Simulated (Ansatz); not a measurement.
CH6BIOSi can be A, `COB([SiH3])I`, or B, `CB[SiH](O)I`.

Gas-phase electronic energies from Ansatz, PBE0-D4/def2-TZVP geometries. CBS: MP2 limit from def2 TZ/QZ plus the TZ coupled-cluster correction, frozen cores. DFT in def2-TZVPP. B3LYP here is the variant with VWN-RPA as its local correlation; programs differ in this. Elements past krypton have def2 core potentials. For I outer-core shells are correlated without core-valence functions, which leaves a few kJ/mol of doubt a bond. Each species was taken in one conformer, which may not be the lowest.

(1) Which is lower in electronic energy at CCSD(T)/CBS, and by how much? (Estimate.)

(2) Give E(B) − E(A) in kcal/mol with PBE0-D4, r2SCAN-D4, PBE-D4, HF/def2-TZVPP, ωB97M-V, B3LYP-D4, MP2/def2-TZVPP. (Best estimate.)

Largest T1 diagnostic: 0.013.

Answers

(1) Ansatz gave: B, by 17.8 kcal/mol.

(2) Ansatz gave: PBE0-D4 -17.5, r2SCAN-D4 -18.2, PBE-D4 -16.1, HF/def2-TZVPP -17.3, ωB97M-V -17.9, B3LYP-D4 -16.5, MP2/def2-TZVPP -17.9. None reverses the order clearly.

From PBE to PBE0 (25 % exact exchange), in def2-TZVPP and without D4, E(B) − E(A) moves by −1.4 kcal/mol.
